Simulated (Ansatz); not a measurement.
`Fc1cc(-c2sc(-c3sc(S)cc3F)cc2F)sc1S` with charge -1. Charge -1, multiplicity 2. Geometry r2SCAN-D4/def2-SVP; atoms count from 1.

```xyz
25

F     2.579   -5.577    0.870
C     2.474   -4.266    0.605
C     1.240   -3.604    0.631
C     1.366   -2.237    0.314
C     0.362   -1.244    0.226
S     0.707    0.440   -0.186
C    -1.002    0.905   -0.074
C    -1.436    2.227   -0.305
S    -3.135    2.697   -0.182
C    -2.791    4.382   -0.591
S    -4.059    5.565   -0.693
C    -1.423    4.557   -0.812
C    -0.699    3.374   -0.655
F     0.638    3.311   -0.831
C    -1.784   -0.218    0.269
C    -1.022   -1.369    0.427
F    -1.577   -2.553    0.755
S     3.054   -1.837    0.000
C     3.586   -3.495    0.286
S     5.247   -3.992    0.236
H     0.292   -4.086    0.866
H    -4.173    5.943    0.624
H    -0.970    5.514   -1.078
H    -2.867   -0.188    0.397
H     5.393   -4.253   -1.100
```

Single mean-field runs in def2-TZVP are fitted with def2-universal-jkfit.

(1) Estimate the Mulliken populations from the PBE0/def2-TZVP orbitals of Ansatz.

(2) Where does the spin sit?

(3) And the Mayer bond orders between heavy atoms (over 0.3)?

Answers

(1) 
```csv
atom,charge (e),spin (α − β)
F1,-0.20,0.00
C2,0.30,-0.04
C3,-0.41,0.12
C4,0.05,-0.01
C5,-0.01,0.09
S6,-0.06,0.09
C7,0.12,0.13
C8,-0.11,-0.02
S9,-0.04,0.07
C10,-0.02,0.23
S11,-0.28,-0.01
C12,-0.22,-0.07
C13,0.19,0.14
F14,-0.21,0.01
C15,-0.30,0.05
C16,0.28,0.00
F17,-0.22,0.00
S18,-0.02,0.05
C19,-0.13,0.12
S20,-0.26,0.00
H21,0.12,-0.01
H22,0.11,0.04
H23,0.10,0.00
H24,0.11,0.00
H25,0.12,0.02
```
Mulliken values depend strongly on the basis.

(2) Summed by element: F 0.01, C 0.73, S 0.21, H 0.06, of 1 unpaired in all. Largest on single atoms: C10 0.23, C13 0.14, C7 0.13.

(3) F1–C2 1.08 (1.34 Å); C2–C3 1.36 (1.40 Å); C2–C19 1.45 (1.39 Å); C3–C4 1.37 (1.41 Å); C4–C5 1.09 (1.41 Å); C4–S18 1.27 (1.76 Å); C5–S6 1.16 (1.77 Å); C5–C16 1.29 (1.40 Å); S6–C7 1.20 (1.77 Å); C7–C8 1.15 (1.41 Å); C7–C15 1.24 (1.41 Å); C8–S9 1.20 (1.77 Å); C8–C13 1.26 (1.41 Å); S9–C10 1.15 (1.77 Å); C10–S11 1.06 (1.74 Å); C10–C12 1.43 (1.40 Å); C12–C13 1.44 (1.40 Å); C13–F14 1.03 (1.35 Å); C15–C16 1.49 (1.39 Å); C16–F17 1.02 (1.35 Å); S18–C19 1.13 (1.77 Å); C19–S20 1.09 (1.73 Å).
